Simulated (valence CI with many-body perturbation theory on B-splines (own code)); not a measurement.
**E1 transitions of W⁶⁷⁺**

Calculated by relativistic CI+MBPT: five valence electrons over a frozen Dirac-Fock core [He], radial functions for each j: 11 s, 11 p, 10 d, 8 f, 5 g, 2 h, with the one-electron correlation potential Σ1, the two-electron term Σ2, the three-electron term Σ3, Breit, model QED; selected CI, second order for the rest, scaled by the run's own slope (own B-spline code, finite nucleus).

No measured spectrum was set against this ion. As an estimate, large intervals hold to a few tenths of a per cent, small ones and those within an open d or f shell to about a per cent. Among the levels kept, up to 7500 cm⁻¹ of a level comes from second order outside the variational space, and about a tenth of that is noise between levels of different J, which matters for small intervals.

Lines 101 to 150 of 600 in falling wavelength, among levels below 952.81 Ry, chosen from the strongest by gf and those to the six lowest levels. Wavelengths and rates use the calculated energies. Electric multipoles are in the length gauge, E1 and E2 with the static RPA response of the core. Weak lines are less certain than strong ones. Lines between different terms over intervals too small for the method are left out, as are lines whose strength nearly cancels. The highest levels of a list are the least certain.

Levels are named by their leading jj configuration (3d3/2^4 stands for four electrons in 3d with j = 3/2), which in mixed levels can hold well under half, so a name can repeat and another be missing. Letters in brackets count levels of one name in rising energy.

| λ vac (nm) | Upper | Lower | A (s⁻¹) | S (a.u.) with core polarisation | S without |
| --- | --- | --- | --- | --- | --- |
| 2.407 | (2s 2p1/2 2p3/2^2 3p3/2) J=1/2 [b] | (2s 2p1/2 2p3/2^2 3s) J=1/2 [b] | 5.39e+11 | 7.42e-03 | 7.42e-03 |
| 2.407 | (2s^2 2p1/2 2p3/2 3d3/2) J=5/2 [a] | (2s^2 2p1/2 2p3/2 3p1/2) J=3/2 [a] | 7.78e+11 | 3.21e-02 | 3.21e-02 |
| 2.407 | (2s 2p1/2 2p3/2^2 3d3/2) J=5/2 [c] | (2s 2p1/2 2p3/2^2 3p1/2) J=3/2 [b] | 6.22e+11 | 2.57e-02 | 2.57e-02 |
| 2.407 | (2s^2 2p3/2^2 3d3/2) J=3/2 [b] | (2s^2 2p3/2^2 3p1/2) J=1/2 | 9.35e+11 | 2.57e-02 | 2.57e-02 |
| 2.404 | (2s^2 2p1/2^2 3d3/2) J=3/2 | (2s^2 2p1/2^2 3p1/2) J=1/2 | 9.69e+11 | 2.66e-02 | 2.66e-02 |
| 2.404 | (2s^2 2p3/2^2 3d3/2) J=5/2 | (2s^2 2p3/2^2 3p1/2) J=3/2 | 4.55e+11 | 1.87e-02 | 1.87e-02 |
| 2.399 | (2s^2 2p1/2 2p3/2 3p3/2) J=7/2 | (2s^2 2p1/2 2p3/2 3s) J=5/2 | 1.44e+12 | 7.83e-02 | 7.83e-02 |
| 2.398 | (2s 2p1/2^2 2p3/2 3d3/2) J=7/2 | (2s 2p1/2^2 2p3/2 3p1/2) J=5/2 | 9.33e+11 | 5.08e-02 | 5.08e-02 |
| 2.397 | (2s 2p1/2 2p3/2^2 3d3/2) J=3/2 [a] | (2s 2p1/2 2p3/2^2 3p1/2) J=3/2 [a] | 8.09e+11 | 2.20e-02 | 2.20e-02 |
| 2.396 | (2s 2p1/2 2p3/2^2 3d3/2) J=3/2 [d] | (2s 2p1/2 2p3/2^2 3p1/2) J=3/2 [b] | 3.80e+11 | 1.03e-02 | 1.03e-02 |
| 2.395 | (2s 2p1/2 2p3/2^2 3d3/2) J=9/2 | (2s 2p1/2 2p3/2^2 3p1/2) J=7/2 | 9.49e+11 | 6.43e-02 | 6.43e-02 |
| 2.394 | (2s^2 2p3/2^2 3p3/2) J=7/2 | (2s^2 2p3/2^2 3s) J=5/2 | 1.50e+12 | 8.11e-02 | 8.11e-02 |
| 2.393 | (2s^2 2p3/2^2 3p3/2) J=5/2 | (2s^2 2p3/2^2 3s) J=5/2 | 7.80e+11 | 3.17e-02 | 3.17e-02 |
| 2.393 | (2s 2p1/2 2p3/2^2 3d3/2) J=7/2 [a] | (2s 2p1/2 2p3/2^2 3p1/2) J=5/2 [a] | 9.03e+11 | 4.89e-02 | 4.89e-02 |
| 2.393 | (2s 2p1/2 2p3/2^2 3d3/2) J=1/2 [a] | (2s 2p1/2 2p3/2^2 3p1/2) J=3/2 [a] | 1.01e+12 | 1.37e-02 | 1.37e-02 |
| 2.392 | (2s^2 2p1/2 2p3/2 3d3/2) J=7/2 | (2s^2 2p1/2 2p3/2 3p1/2) J=5/2 | 9.68e+11 | 5.23e-02 | 5.23e-02 |
| 2.391 | (2s 2p1/2 2p3/2^2 3p3/2) J=3/2 [b] | (2s 2p1/2 2p3/2^2 3s) J=5/2 [b] | 1.24e+12 | 3.35e-02 | 3.35e-02 |
| 2.391 | (2p1/2^2 2p3/2^2 3p3/2) J=7/2 | (2p1/2^2 2p3/2^2 3s) J=5/2 | 1.20e+12 | 6.49e-02 | 6.49e-02 |
| 2.390 | (2p1/2^2 2p3/2^2 3p3/2) J=5/2 | (2p1/2^2 2p3/2^2 3s) J=5/2 | 5.80e+11 | 2.34e-02 | 2.34e-02 |
| 2.389 | (2s 2p1/2 2p3/2^2 3p3/2) J=7/2 [a] | (2s 2p1/2 2p3/2^2 3s) J=5/2 [a] | 1.44e+12 | 7.75e-02 | 7.76e-02 |
| 2.388 | (2s 2p1/2^2 2p3/2 3d3/2) J=1/2 [a] | (2s 2p1/2^2 2p3/2 3p1/2) J=3/2 [a] | 1.03e+12 | 1.39e-02 | 1.39e-02 |
| 2.387 | (2s^2 2p1/2 2p3/2 3p3/2) J=3/2 [a] | (2s^2 2p1/2 2p3/2 3s) J=1/2 | 4.63e+11 | 1.24e-02 | 1.24e-02 |
| 2.386 | (2s^2 2p3/2^2 3d3/2) J=1/2 | (2s^2 2p3/2^2 3p1/2) J=3/2 | 9.98e+11 | 1.34e-02 | 1.34e-02 |
| 2.385 | (2s 2p1/2 2p3/2^2 3p3/2) J=3/2 [d] | (2s 2p1/2 2p3/2^2 3s) J=3/2 [b] | 3.81e+11 | 1.02e-02 | 1.02e-02 |
| 2.384 | (2s^2 2p1/2 2p3/2 3d3/2) J=3/2 [a] | (2s^2 2p1/2 2p3/2 3p1/2) J=1/2 | 5.50e+11 | 1.47e-02 | 1.47e-02 |
| 2.382 | (2s 2p1/2 2p3/2^2 3d3/2) J=3/2 [d] | (2s 2p1/2 2p3/2^2 3p1/2) J=1/2 [b] | 4.05e+11 | 1.08e-02 | 1.08e-02 |
| 2.381 | (2s^2 2p1/2 2p3/2 3p3/2) J=5/2 [a] | (2s^2 2p1/2 2p3/2 3s) J=3/2 [a] | 1.49e+12 | 5.95e-02 | 5.95e-02 |
| 2.379 | (2s 2p1/2 2p3/2^2 3p3/2) J=9/2 | (2s 2p1/2 2p3/2^2 3s) J=7/2 | 1.38e+12 | 9.18e-02 | 9.18e-02 |
| 2.376 | (2s 2p1/2 2p3/2^2 3d3/2) J=5/2 [a] | (2s 2p1/2 2p3/2^2 3p1/2) J=3/2 [a] | 4.42e+11 | 1.76e-02 | 1.76e-02 |
| 2.375 | (2s 2p1/2 2p3/2^2 3p3/2) J=5/2 [d] | (2s 2p1/2 2p3/2^2 3s) J=3/2 [c] | 1.02e+12 | 4.04e-02 | 4.04e-02 |
| 2.374 | (2s 2p1/2^2 2p3/2 3p3/2) J=5/2 [a] | (2s 2p1/2^2 2p3/2 3s) J=3/2 [a] | 6.02e+11 | 2.39e-02 | 2.39e-02 |
| 2.374 | (2s 2p1/2 2p3/2^2 3d3/2) J=5/2 [d] | (2s 2p1/2 2p3/2^2 3p1/2) J=3/2 [c] | 6.05e+11 | 2.40e-02 | 2.40e-02 |
| 2.373 | (2s 2p1/2 2p3/2^2 3p3/2) J=3/2 [d] | (2s 2p1/2 2p3/2^2 3s) J=1/2 [b] | 6.48e+11 | 1.71e-02 | 1.71e-02 |
| 2.371 | (2s 2p1/2 2p3/2^2 3p3/2) J=3/2 [c] | (2s 2p1/2 2p3/2^2 3s) J=1/2 [a] | 1.39e+12 | 3.66e-02 | 3.66e-02 |
| 2.371 | (2s 2p1/2 2p3/2^2 3p3/2) J=7/2 [b] | (2s 2p1/2 2p3/2^2 3s) J=7/2 | 8.45e+11 | 4.45e-02 | 4.45e-02 |
| 2.370 | (2s 2p1/2 2p3/2^2 3p3/2) J=5/2 [a] | (2s 2p1/2 2p3/2^2 3s) J=5/2 [a] | 6.22e+11 | 2.45e-02 | 2.45e-02 |
| 2.368 | (2s 2p1/2^2 2p3/2 3p3/2) J=7/2 | (2s 2p1/2^2 2p3/2 3s) J=5/2 | 1.38e+12 | 7.23e-02 | 7.23e-02 |
| 2.361 | (2s 2p1/2^2 2p3/2 3d3/2) J=1/2 [b] | (2s 2p1/2^2 2p3/2 3p1/2) J=1/2 | 8.59e+11 | 1.12e-02 | 1.12e-02 |
| 2.358 | (2s 2p1/2 2p3/2^2 3p3/2) J=5/2 [e] | (2s 2p1/2 2p3/2^2 3s) J=5/2 [c] | 2.88e+11 | 1.12e-02 | 1.12e-02 |
| 2.356 | (2s^2 2p1/2 2p3/2 3d3/2) J=1/2 [a] | (2s^2 2p1/2 2p3/2 3p1/2) J=1/2 | 8.94e+11 | 1.15e-02 | 1.15e-02 |
| 2.354 | (2s 2p1/2^2 2p3/2 3p3/2) J=1/2 [a] | (2s 2p1/2^2 2p3/2 3s) J=3/2 [a] | 1.30e+12 | 1.67e-02 | 1.67e-02 |
| 2.353 | (2s 2p1/2 2p3/2^2 3p3/2) J=3/2 [e] | (2s 2p1/2 2p3/2^2 3s) J=3/2 [d] | 4.71e+11 | 1.21e-02 | 1.21e-02 |
| 2.346 | (2s 2p1/2 2p3/2^2 3d3/2) J=7/2 [b] | (2s 2p1/2 2p3/2^2 3p1/2) J=7/2 | 5.65e+11 | 2.88e-02 | 2.88e-02 |
| 2.345 | (2s^2 2p3/2^2 3p3/2) J=3/2 [b] | (2s^2 2p3/2^2 3s) J=1/2 | 1.37e+12 | 3.48e-02 | 3.48e-02 |
| 2.341 | (2s^2 2p1/2 2p3/2 3p3/2) J=3/2 [a] | (2s^2 2p1/2 2p3/2 3s) J=3/2 [a] | 2.62e+11 | 6.62e-03 | 6.62e-03 |
| 2.337 | (2s^2 2p1/2^2 3p3/2) J=3/2 | (2s^2 2p1/2^2 3s) J=1/2 | 1.57e+12 | 3.96e-02 | 3.96e-02 |
| 2.337 | (2s 2p1/2 2p3/2^2 3p3/2) J=5/2 [e] | (2s 2p1/2 2p3/2^2 3s) J=3/2 [d] | 5.55e+11 | 2.10e-02 | 2.10e-02 |
| 2.335 | (2s 2p1/2 2p3/2^2 3p3/2) J=3/2 [a] | (2s 2p1/2 2p3/2^2 3s) J=3/2 [a] | 9.82e+11 | 2.47e-02 | 2.47e-02 |
| 2.335 | (2s^2 2p1/2 2p3/2 3p3/2) J=3/2 [b] | (2s^2 2p1/2 2p3/2 3s) J=3/2 [b] | 6.10e+11 | 1.53e-02 | 1.53e-02 |
| 2.335 | (2s^2 2p3/2^2 3d5/2) J=5/2 [a] | (2s 2p1/2 2p3/2^2 3s) J=5/2 [a] | 2.12e+11 | 7.99e-03 | 8.00e-03 |
